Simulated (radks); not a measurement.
Question: These are the eigenvalues of the occupied orbitals of an atom or ion with whole-number occupations (Ry). All-electron calculation, scalar-relativistic Kohn-Sham, LDA (Slater exchange, VWN5 correlation), spin-polarised, spherical densities, finite nucleus; Fermi nuclear charge, rms radius of each element as measured or else 0.836 A^(1/3) + 0.57 fm. Program: a radial shooting solver on a logarithmic mesh with Libxc functionals.

| orbital | eigenvalue |
|---|---|
| 1s | -5861.007 |
| 2s | -1356.645 |
| 2p | -1238.892 |

Which element is it, and in what charge state? The configuration may be excited. Open shells, if any, are filled with parallel spins first.

Answer: Z = 76, osmium, charge +66: Os66+ in [Ne]. The list shows which subshells hold electrons but not how many an open one holds; the 1s level, -2930.5 hartree, gives Z - s = 76.6 by -(Z - s)^2/2, which with screening and relativity narrows Z to a few neighbours, and the depths of the outer levels then fix element, charge and occupations together.
